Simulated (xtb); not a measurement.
C4H9O, doublet, at a GFN2-xTB geometry. Base run: GFN0-xTB (xtb 6.7.1).

xtb was given this input:
```
$ xtb mol.xyz --gfn 0 --uhf 1 --json

# file mol.xyz
14

C      2.39287864    -0.22825278    -0.04182520
C      0.94472545    -0.38108691    -0.48518080
C      0.02179908     0.62178197     0.24243653
C     -1.39310057     0.50801669    -0.17086519
O     -2.15903748    -0.41259035     0.50925971
H      3.02825774    -0.94199644    -0.56186957
H      2.75476879     0.77485085    -0.25788138
H      2.48460822    -0.40246123     1.02792542
H      0.59718513    -1.39334774    -0.27242075
H      0.86967313    -0.21746926    -1.56246987
H      0.08492459     0.43710470     1.31592344
H      0.38065397     1.63339610     0.03535177
H     -1.69534850     0.76633321    -1.17424414
H     -3.03023866    -0.47844112     0.10821545
```

Variants of this job, named by their change:

```csv
change,ΔE vs base (kcal/mol)
base,0.000
etemp = 10000,-13.87
etemp = 3000,-0.017
acc = 0.1,0.000
etemp = 1000,0.000
acc = 30,0.000
```
